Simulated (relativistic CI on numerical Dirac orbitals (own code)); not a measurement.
# W²⁺ (5d4) in a crystal field

Calculated by Dirac-Coulomb-Breit CI, separate exchange-only KLI orbitals for each configuration, model QED, valence Slater integrals scaled by 0.7, one configuration in a parametric crystal field (own radial code).

Field parameters in Wybourne normalisation: D4h B²₀ = −7Ds, B⁴₀ = 21(Dq − Dt), B⁴₄ = 21√(5/14) Dq. The field is a parameter set, without covalency.

S is read from ⟨S²⟩ = S(S + 1).

Levels (cm⁻¹, degeneracy): 0 (1), 1363 (1), 2427 (2), 3710 (1), 4099 (1), 5712 (1), 7165 (1), 7196 (2), 7516 (1), 7664 (1), 7892 (2), 9572 (1).

**Question.** Which field gives this pattern?
A. D4h, 10Dq = 23500, Ds = 3000, Dt = 500 cm⁻¹
B. D4h, 10Dq = 23500, Ds = 1360, Dt = 500 cm⁻¹
C. D4h, 10Dq = 23500, Ds = -1500, Dt = 500 cm⁻¹
D. D4h, 10Dq = 23500, Ds = -680, Dt = 500 cm⁻¹

**Answer.** A. D4h, 10Dq = 23500, Ds = 3000, Dt = 500 cm⁻¹, ground level with S = 1.08.
